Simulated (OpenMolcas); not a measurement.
A calculation on Ca⁺.

- Program: OpenMolcas 26.06
- Method: SS-CASPT2, IPEA 0.25 Eh, imaginary shift 0.1 Eh (closed shells correlated: 3s 3p)
- Basis: ANO-RCC-VQZP [7s6p3d2f1g]
- Scalar Hamiltonian: DKH2, point nucleus
- Active space: 1 electron in 4 orbitals (4s 4p)
- State averaging: 2S+1 = 2 even, 1 root; 2S+1 = 2 odd, 3 roots
- Spin-orbit coupling: RASSI with atomic mean-field integrals over the reference wave functions, term energies averaged over their components

Task: Which level of the active space comes out lowest?

Result: 4s 2S 1/2, with 100 % of that term; it is also the measured ground level.

Task: How high does 4p 2P* 3/2 lie?

Result: 25371 cm-1 above the lowest level; measured 25414 cm-1 above the ground level, so the calculation is off by 0 %.

Task: How high does 4p 2P* 1/2 lie?

Result: 25211 cm-1 above the lowest level; measured 25192 cm-1 above the ground level, so the calculation is off by 0 %.

Measured values: NIST Handbook of Basic Atomic Spectroscopic Data.

ANO sets are built for ground and valence states and can reach diffuse excited orbitals poorly. With one active electron, CASPT2 adds the correlation within the correlated inactive shells and between them and that electron, and leaves the splitting within a term as the reference gives it. Measured partners are found by configuration, term and J. A level has none where our copy of the source lacks it or the pairing is in doubt (some pairs that miss far off the trend of their configuration count as doubtful), and it then counts in no deviation. Levels of configurations outside the active space are missing.

* marks odd parity.
